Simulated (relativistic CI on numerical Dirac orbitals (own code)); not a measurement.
# From line strength to rate: Rh 3657.99 Å (air)

Problem. For 4d8 5s 4F_7/2 – 4d8 5p 4D°_5/2 of Rh a semi-empirical relativistic CI calculation gives the line strength S = 16.91 e²a₀² in the length gauge. The measured levels are 1529.97 and 28859.64 cm⁻¹ (NIST Handbook). Find gf, f, A and the partial lifetime.

Working.
1. σ = 28859.64 − 1529.97 = 27329.67 cm⁻¹, so the vacuum wavelength is 10⁸/σ = 3659.03 Å.
2. gf = 303.756 S/λ(Å) = 1.404, log gf = 0.147; with g = 8 for the lower level, f = 0.175.
3. A = 2.02613 × 10¹⁸ S/(g_u λ³) with g_u = 6: A = 1.17 × 10^8 s⁻¹.
4. The partial lifetime for this S is 1/A = 8.58 ns; in the calculation this line carries 92 % of the decay of the upper level.

Check. The Handbook lists A = 8.80 × 10^7 s⁻¹, a tabulated value with its own uncertainty (a few per cent for the best lines, 25 % or more for others); ours lies 32 % above it. The velocity form of the same calculation gives S = 10.6, and the gap between the two forms is a rough gauge of the error in S. A miss this large is common for lines of near-neutral atoms, where core polarisation and correlation outside the CI space change S. With the computed energy (28488 cm⁻¹) in place of the measured one the rate would change by the factor (σ_calc/σ)³ = 1.13.
